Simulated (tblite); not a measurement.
C7H15PSi.
SMILES with atom numbers: `[CH2:1]=[CH:2][C:3](=[CH2:4])[Si@H:5]([PH2:6])[CH2:7][CH2:8][CH3:9]` (hydrogens: H10, H11 on C1; H12 on C2; H13, H14 on C4; H15 on Si5; H16, H17 on P6; H18, H19 on C7; H20, H21 on C8; H22, H23, H24 on C9)

Cartesian coordinates in Å at the GFN2-xTB level; atoms count from 1:
```
atom  x, y, z in Å
C1     2.498    1.804    0.003
C2     2.815    0.542   -0.255
C3     1.924   -0.603   -0.132
C4     2.399   -1.824   -0.387
Si5    0.104   -0.349    0.372
P6    -1.052   -2.247    0.730
C7    -0.818    0.590   -1.018
C8    -2.333    0.417   -0.962
C9    -2.938    1.049    0.283
H10    1.518    2.089    0.343
H11    3.216    2.598   -0.112
H12    3.821    0.306   -0.585
H13    1.783   -2.705   -0.307
H14    3.425   -1.994   -0.679
H15    0.065    0.366    1.663
H16   -0.748   -2.824   -0.489
H17   -0.028   -2.914    1.373
H18   -0.578    1.652   -0.972
H19   -0.457    0.233   -1.986
H20   -2.785    0.867   -1.851
H21   -2.574   -0.651   -0.973
H22   -2.573    0.546    1.176
H23   -2.672    2.102    0.343
H24   -4.023    0.968    0.264
```

Calculated harmonic vibrations of the isolated species, GFN2-xTB (tblite), most abundant isotopes, no scaling. Against measured fundamentals such values can be off by several per cent, at times by over 20. Modes of hydrogen on phosphorus and silicon can be 10 to 20 % off. One conformer, not necessarily the lowest.

Harmonic wavenumbers (cm⁻¹): 38.2, 41.3, 79.2, 102.4, 115.2, 127.8, 154.0, 170.7, 190.8, 227.5, 282.6, 355.3, 358.9, 406.4, 438.1, 501.9, 565.3, 599.7, 623.7, 641.3, 670.5, 722.5, 731.1, 749.5, 763.7, 840.9, 889.2, 903.2, 924.8, 943.3, 1009.4, 1016.1, 1023.7, 1063.8, 1123.3, 1149.5, 1202.5, 1235.9, 1245.0, 1294.5, 1295.0, 1345.7, 1400.9, 1414.8, 1420.6, 1472.0, 1491.6, 1500.2, 1502.0, 1628.4, 1674.6, 2137.4, 2301.1, 2393.5, 2934.5, 2953.4, 2962.2, 2986.6, 3024.7, 3027.8, 3028.2, 3037.4, 3067.6, 3098.1, 3106.6, 3135.4.

A = 1410, B = 794.5, C = 566.7 MHz; mass 158.068 u (most abundant isotopes); point group C1, symmetry number 1.

Q: Zero-point energy?

A: Half the sum of the wavenumbers: 42432 cm⁻¹ = 507.59 kJ/mol.

Q: Give the ideal-gas entropy at 400 K and 1 bar in the rigid-rotor, harmonic-oscillator model (classical rotation).

A: Translation 178.11, rotation 131.72, vibration 243.26: S = 553.1 J/(mol K).

Q: And Cp and H(400 K) − H(0)?

A: Cp = 261.04 J/(mol K), of which vibrations give 227.78 (their classical limit is 66 R = 548.8); H(400 K) − H(0) = 61.79 kJ/mol without the zero-point energy, 48.49 from vibrations.

Q: How do the functions run with temperature in this model?

A: 
| T (K) | S (J/(mol K)) | Cp (J/(mol K)) | H − H(0) (kJ/mol) | G − H(0) (kJ/mol) | ln q(vib) |
| --- | --- | --- | --- | --- | --- |
| 100 | 323.8 | 103.2 | 6.81 | -25.57 | 3.04 |
| 200 | 411.8 | 156.4 | 19.80 | -62.55 | 7.13 |
| 300 | 485.4 | 210.6 | 38.15 | -107.48 | 10.98 |
| 500 | 616.1 | 304.1 | 90.11 | -217.94 | 18.27 |
| 800 | 780.7 | 395.8 | 196.27 | -428.32 | 28.36 |
| 1000 | 873.7 | 436.6 | 279.72 | -593.96 | 34.51 |

q(vib) and H(0) count from the zero-point level.

Q: What must be added to the electronic energy to get the Gibbs energy at 400 K and 1 bar?

A: ZPE + [H(400 K) − H(0)] − T·S = 507.59 + 61.79 − 221.24 = 348.14 kJ/mol.

Hindered rotation and anharmonicity are outside this model. Other conformers, if any are populated, would add a mixing term that is left out. The structure is chiral; the term R ln 2 for an equal mix with its mirror image is left out.
